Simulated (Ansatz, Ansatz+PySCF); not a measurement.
```yaml
atoms:
  - { symbol: N, position_ang: [0.0000, 0.0000, -0.5489] }
  - { symbol: N, position_ang: [0.0000, 0.0000, 0.5489] }
  - { symbol: N, position_ang: [10.0000, 0.0000, -0.5489] }
  - { symbol: N, position_ang: [10.0000, 0.0000, 0.5489] }
```

Basis set: cc-pVDZ (spherical functions). Correlated methods keep 4 orbitals frozen. Charge 0, multiplicity 1.

Computed with Ansatz (development build ahead of 0.2.0); each method stands on the lowest determinant of its kind that the runs found. Restricted open shells among the atoms or ions are ROHF, correlated in semicanonical orbitals with singles. Restricted functionals stand beside restricted open-shell atoms, which can lie above the unrestricted atoms usual in DFT and then raise those values.

Give the atomization energy at this shape (free ground-state atoms in the same class of orbitals less the molecule, no zero-point energy) of singlet N4 in separate pieces by ωB97X (restricted), ωB97X (unrestricted), r²SCAN (restricted), r²SCAN (unrestricted), PBE (unrestricted), PBE (restricted), PBE0 (unrestricted), PBE0 (restricted), RHF-CCSD(T), RHF-MP2, UHF-MP2, RHF, UHF, RHF-CCSD.

```csv
method,atomization energy
ωB97X (restricted),1877.2 kJ/mol
ωB97X (unrestricted),1848.4 kJ/mol
r²SCAN (restricted),1805.5 kJ/mol
r²SCAN (unrestricted),1784.6 kJ/mol
PBE (unrestricted),1990.3 kJ/mol
PBE (restricted),1999.5 kJ/mol
PBE0 (unrestricted),1832.1 kJ/mol
PBE0 (restricted),1843.6 kJ/mol
RHF-CCSD(T),1671.9 kJ/mol
RHF-MP2,1772.2 kJ/mol
UHF-MP2,1768.1 kJ/mol
RHF,931.0 kJ/mol
UHF,902.6 kJ/mol
RHF-CCSD,1616.2 kJ/mol
```
